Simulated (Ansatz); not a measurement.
Geometry optimisation, RKS PBE0-D4/def2-SVP (Ansatz 0.2.0).

The input (input.yaml):

```yaml
crystal:
  periodic: [false, false, false]
  atoms:
    - { symbol: Ga, position_ang: [0.0, 0.0, 0.0] }
    - { symbol: Cl, position_ang: [0.0, 0.0, 2.59] }
    - { symbol: H, position_ang: [1.3596, 0.0, -0.785] }
    - { symbol: O, position_ang: [-1.5501, 0.0, -0.895] }
    - { symbol: H, position_ang: [-2.0598, -0.8467, -0.6865] }
    - { symbol: Br, position_ang: [-0.3402, 2.5587, 0.8577] }
    - { symbol: H, position_ang: [-0.193, 1.4517, 2.1491] }
basis:
  gaussian: { orbitals: def2-SVP }
hamiltonian:
  xc: pbe0
  dispersion: d4
relax:
  f_tol: 0.15
  max_steps: 25
  restrain:
    - { distance: [0, 5], at: 2.42, k: 30.0 }
    - { distance: [6, 1], at: 1.37, k: 30.0 }
    - { distance: [0, 1], at: 3.44, k: 30.0 }
    - { distance: [6, 5], at: 2.75, k: 30.0 }
```

Run as:

```bash
$ ansatz run input.yaml --threads 4 --pin off --max-ram 5120MiB --backend cpu --events-out ev --progress --plain --runs-dir out
```

Q: Where does it end, and by what steps?

A: It converged. The restraints hold the end off the free minimum. After 8 steps the energy has fallen by 0.795 eV (the restraints' own energy left out); Ga1 moved furthest, 0.67 Å. Parted: Br6–H7 (1.71 → 2.75 Å).

| step | energy less start (eV) | largest force component (eV/Å) | accepted |
| --- | --- | --- | --- |
| 0 | 0.0000 | 2.536 | yes |
| 1 | -0.0300 | 2.605 | yes |
| 2 | -0.3135 | 2.608 | yes |
| 3 | -0.6139 | 1.455 | yes |
| 4 | -0.6805 | 1.150 | yes |
| 5 | -0.7091 | 1.218 | yes |
| 6 | -0.7521 | 1.110 | yes |
| 7 | -0.7876 | 1.135 | yes |
| 8 | -0.7946 | 1.076 | yes |

```xyz
7
Properties=species:S:1:pos:R:3
Ga -0.119 0.509 -0.412
Cl 0.025 -0.055 2.972
H 1.239 -0.169 -0.721
O -1.759 -0.095 -0.687
H -1.814 -1.017 -0.961
Br -0.182 2.763 0.380
H -0.173 1.227 2.659
```

Time of the run: 14 s on 4 threads of Intel(R) Xeon(R) Platinum 8488C (Sapphire Rapids) (shared host), peak memory 0.32 GiB.
